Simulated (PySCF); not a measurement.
# Radial density of Li (lithium, neutral)

UHF, [He] 2s1, 2S determinant. Calculation: PySCF 2.14, in cc-pVTZ-DK (4s3p2d1f, 30 functions); the spin-free X2C one-electron Hamiltonian (Gaussian nucleus).

| r (bohr) | 4πr²ρ (e/bohr) | 4πr²(ρα − ρβ) |
| --- | --- | --- |
| 0.00985 | 0.01604 | 0.0003 |
| 0.0166 | 0.04335 | 0.0007 |
| 0.0279 | 0.1145 | 0.0020 |
| 0.0469 | 0.2887 | 0.0049 |
| 0.0788 | 0.6760 | 0.0112 |
| 0.133 | 1.395 | 0.0224 |
| 0.223 | 2.346 | 0.0346 |
| 0.375 | 2.836 | 0.0329 |
| 0.631 | 2.023 | 0.0067 |
| 1.06 | 0.6351 | 0.0072 |
| 1.78 | 0.1822 | 0.1329 |
| 3.00 | 0.2736 | 0.2733 |
| 5.05 | 0.1444 | 0.1444 |
| 8.49 | 0.01200 | 0.0120 |
| 14.3 | 1.666e-05 | 0.0000 |

Densities and radii are taken from the X2C orbitals without a picture-change correction, which distorts them close to the nucleus.
